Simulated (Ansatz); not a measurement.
Total energies of `C#CBO`.

```csv
atom,x (Å),y (Å),z (Å)
C1,-0.765,-0.707,1.490
C2,-0.339,-0.383,0.409
B3,0.197,0.017,-0.966
O4,0.971,1.112,-1.128
H5,-1.145,-0.998,2.442
H6,-0.053,-0.624,-1.942
H7,1.134,1.583,-0.305
```

The species carries charge 0 and has multiplicity 1. Geometry: relaxed with PBE0-D4/def2-TZVP. It is one conformer, not always the lowest. Basis def2-TZVPP, Ansatz.

RPA on PBE orbitals: Hartree–Fock energy of these orbitals -177.05936 Eh, correlation -1.01363 Eh (frozen core).

| functional | energy without D4 (Eh) | D4 term (kJ/mol) |
| --- | --- | --- |
| LDA (SPW92) | -176.59533 | – |
| BLYP | -178.09966 | -20.6 |
| r2SCAN | -178.04284 | -2.2 |
| PBE0 | -177.92978 | -7.6 |
| B3LYP | -178.15866 | -14.7 |
| BHLYP | -178.05276 | -10.5 |
| CAM-B3LYP | -178.06368 | -7.6 |
| ωB97X-V | -178.08839 | – |
| B2PLYP | -178.00989 | – |
| PBE-QIDH | -177.90262 | – |

Q: Give the same for PBE, revPBE, B97M-V, r2SCANh, r2SCAN0, HSE06 (plane-wave form), LC-ωPBE, ωB97M-V. (Estimate.)

A: Ansatz gave: 
```csv
functional,energy without D4 (Eh),D4 term (kJ/mol)
PBE,-177.92015,-9.1
revPBE,-178.09381,-31.1
B97M-V,-178.13724,–
r2SCANh,-178.03307,-2.3
r2SCAN0,-178.01920,-2.6
HSE06 (plane-wave form),-177.92024,-7.0
LC-ωPBE,-178.01327,–
ωB97M-V,-178.08276,–
```

B3LYP takes the VWN-RPA correlation (the form of Gaussian; ORCA's B3LYP/G). HSE06 is the plane-wave form, built on full-range PBE exchange. The double hybrids freeze the cores in their second-order part.

LC-ωPBE has ω = 0.4 bohr⁻¹.
